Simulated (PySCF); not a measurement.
BBr2, SMILES Br[B+]Br, charge +1. Geometry optimised at PBE-D3(BJ)/def2-TZVP.

Computed equilibrium geometry at PBE-D3(BJ)/def2-TZVP (PySCF confirms it by a frequency run) as bond lengths and angles, and its point group:
point group D∞h.
Atoms: B1 Br2 Br3. Bonded distances (Å): B1–Br2 1.771, B1–Br3 1.771. Angles (°): Br2–B1–Br3 180.0.
Charge +1, spin multiplicity 1.
